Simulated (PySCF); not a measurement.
RuF₃⁺, quintet: structure and spectrum

Level of theory: PySCF, UPBE0, basis Ru def2-TZVP with ECP28, F def2-TZVP (scalar-relativistic core potentials, no spin–orbit coupling, density fitting).

The structure is a minimum.

Coordinates in bohr (charge 1 multiplicity 5):
```
Ru    0.1218   -0.2194    0.0000
F     3.3426    0.8521   -0.0001
F    -1.4967    2.6958    0.0000
F    -2.4907   -2.3865    0.0000
```

```json
{"Point group": "C2v", "Bond lengths": "Ru–F 1.764 Å, Ru–F 1.796 Å (×2)", "Bond angles": "F–Ru–F 100.6° (×2), F–Ru–F 158.7°", "Heat capacity Cp at 298.15 K": "65.6 J/(mol K)", "Entropy at 298.15 K and 1 bar (electronic part: spin only)": "320.7 J/(mol K)", "Principal polarisabilities": "16.5, 29.1, 42.5 bohr³", "Lowest empty level (β)": "-13.07 eV", "Highest occupied level (α)": "-16.77 eV", "Rotational symmetry number": "2", "Principal quadrupole moments (Buckingham, traceless) about the centre of mass": "-5.83, 1.95, 3.88 D Å", "Dipole moment about the centre of mass": "1.59 D", "Rotational constants": "0.2783, 0.1424, 0.09418 cm⁻¹", "Spin squared ⟨S²⟩": "6.011", "Enthalpy at 298.15 K above 0 K": "15.42 kJ/mol", "Zero-point energy": "16.9 kJ/mol"}
```

Harmonic modes (masses in u: Ru 101.904, F 18.998):
```csv
symmetry,ω (cm⁻¹),IR (km/mol),μ (u)
b1,128,27.7,25.96
a1,187,12.9,22.40
b2,193,1.0,20.23
a1,734,15.4,19.37
a1,783,49.0,21.61
b2,796,186,24.45
```

In C2v the vibrations span b1 + 3a1 + 2b2. Here b1 is antisymmetric to the molecular plane and b2 lies in it.

Charges (e):
```json
{"atom": "Ru1", "Mulliken": "1.80", "Löwdin": "1.29", "polar tensor": "2.32", "spin (Mulliken)": "3.18", "Mayer order to Ru1": "–"}
{"atom": "F2,4", "Mulliken": "-0.29", "Löwdin": "-0.12", "polar tensor": "-0.49", "spin (Mulliken)": "0.26", "Mayer order to Ru1": "0.99"}
{"atom": "F3", "Mulliken": "-0.22", "Löwdin": "-0.04", "polar tensor": "-0.34", "spin (Mulliken)": "0.29", "Mayer order to Ru1": "1.14"}
```

Mulliken populations on Ru1 (electrons outside its core potential): s 2.24, p 6.20, d 5.73, f 0.03.

Formally Ru is in oxidation state +4, d4, with 4 unpaired electrons (the high-spin count). The Mulliken spin on Ru is 3.18. The polar-tensor charge on Ru, 2.32, is far below the formal one.

Only a few start shapes were tried, so a lower isomer may exist. With open d or f shells other occupations or spin states may lie lower.

The final relaxation and frequency run took 73 s on 4 threads of a shared Arm Neoverse V1 host, with 133 basis functions and 14 gradients; the process peaked at 1.4 GiB.
